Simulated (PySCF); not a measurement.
# How methods differ on the excitation energy of Si²⁺

Si²⁺ [Ne] 3s2 (1S) → Si²⁺ [Ne] 3p2 (3P), as a difference of total energies. Computed with PySCF 2.14 in aug-cc-pV(D+d)Z (5s4p3d, 32 functions), with the non-relativistic Hamiltonian (point nucleus). Correlated levels: valence: [Ne] frozen. The calculations carry no spin-orbit coupling.

```json
{"method": "UHF", "excitation energy (eV)": "14.984"}
{"method": "LDA", "excitation energy (eV)": "14.631"}
{"method": "PBE", "excitation energy (eV)": "14.404"}
{"method": "PBE0", "excitation energy (eV)": "14.678"}
{"method": "r2SCAN", "excitation energy (eV)": "14.167"}
{"method": "TPSSh", "excitation energy (eV)": "14.433"}
{"method": "BLYP", "excitation energy (eV)": "14.679"}
{"method": "B3LYP", "excitation energy (eV)": "14.938"}
{"method": "M06-2X", "excitation energy (eV)": "15.483"}
{"method": "MP2 (valence)", "excitation energy (eV)": "15.630"}
{"method": "SCS-MP2 (valence)", "excitation energy (eV)": "15.886"}
```

Question: How much does correlation contribute at MP2 (valence)?

Answer: 15.630 − (14.984) = 0.646 eV, measured against UHF.

A first-order spin-orbit estimate (lowest level to lowest level, LS coupling) adds -0.025 eV.
